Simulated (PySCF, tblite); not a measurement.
Potential energy curve for CCl, doublet.

Methods: GFN2-xTB, 300 K electronic temperature (tblite); UCCSD(T) = CCSD(T) on UHF/cc-pVDZ, 6 core orbitals frozen in PySCF.

Energies relative to the lowest point of each curve near equilibrium, in kcal/mol; the last columns give the difference from UCCSD(T):

```json
[
 {"R / Å": "1.33", "GFN2-xTB": "44.9", "UCCSD(T)": "77.8", "GFN2-xTB − UCCSD(T)": "-32.9"},
 {"R / Å": "1.38", "GFN2-xTB": "25.8", "UCCSD(T)": "51.5", "GFN2-xTB − UCCSD(T)": "-25.8"},
 {"R / Å": "1.47", "GFN2-xTB": "6.7", "UCCSD(T)": "21.4", "GFN2-xTB − UCCSD(T)": "-14.7"},
 {"R / Å": "1.54", "GFN2-xTB": "0.9", "UCCSD(T)": "8.6", "GFN2-xTB − UCCSD(T)": "-7.7"},
 {"R / Å": "1.61", "GFN2-xTB": "0.0", "UCCSD(T)": "2.1", "GFN2-xTB − UCCSD(T)": "-2.1"},
 {"R / Å": "1.65", "GFN2-xTB": "1.0", "UCCSD(T)": "0.4", "GFN2-xTB − UCCSD(T)": "0.6"},
 {"R / Å": "1.71", "GFN2-xTB": "4.1", "UCCSD(T)": "0.0", "GFN2-xTB − UCCSD(T)": "4.1"},
 {"R / Å": "1.75", "GFN2-xTB": "6.9", "UCCSD(T)": "0.8", "GFN2-xTB − UCCSD(T)": "6.2"},
 {"R / Å": "1.81", "GFN2-xTB": "12.0", "UCCSD(T)": "3.1", "GFN2-xTB − UCCSD(T)": "9.0"},
 {"R / Å": "1.92", "GFN2-xTB": "23.2", "UCCSD(T)": "9.7", "GFN2-xTB − UCCSD(T)": "13.4"},
 {"R / Å": "2.03", "GFN2-xTB": "35.6", "UCCSD(T)": "18.1", "GFN2-xTB − UCCSD(T)": "17.5"}
]
```

GFN2-xTB is furthest from UCCSD(T) at 1.33 (-32.9 kcal/mol, below); its mean absolute difference over the points is 12.2 kcal/mol.

The scan ran from 1.33 to 6.63 Å; beyond the distances shown one of the unrestricted levels run for this scan, shown here or not, changes its spin distribution in one step.
